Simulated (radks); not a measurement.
Dipole-allowed excitations along the series with 68 electrons in [Xe] 4f14. Method: scalar-relativistic Kohn-Sham, PBE, spin-unpolarised, spherical densities, finite nucleus; Fermi nuclear charge, rms radius of each element as measured or else 0.836 A^(1/3) + 0.57 fm; computed with a radial shooting solver on a logarithmic mesh with Libxc functionals. Time-dependent linear response with the Hartree and adiabatic LDA kernel, continuum included through the Sternheimer equations, no spin-orbit coupling, so fine structure and intercombination lines are absent. Lines are the poles of the dipole polarisability below minus the highest occupied eigenvalue, found on a grid refined at the orbital gaps; the lowest seven at most are given, and weak or close lines can be missed. The first line takes the name of the lowest orbital gap if no other gap lies below it; otherwise a line is named after a gap within 0.6 % of it, if that gap stands alone.

| species | -e(HOMO) (eV) | lowest orbital gap (eV) | first line (eV) | f | strongest line (eV) | its f | static alpha (bohr^3) |
|---|---|---|---|---|---|---|---|
| Os8+ | 162.28 | 5p-5d 53.154 | 59.857 (unassigned) | 1.14 | 66.816 (unassigned) | 4.57 | 1.420 |
| Ir9+ | 187.47 | 5p-5d 57.247 | 66.796 (5p-5d) | 3.44 | the first | 3.44 | 1.211 |
| Pt10+ | 214.01 | 5p-5d 61.369 | 72.319 (5p-5d) | 4.42 | the first | 4.42 | 1.044 |
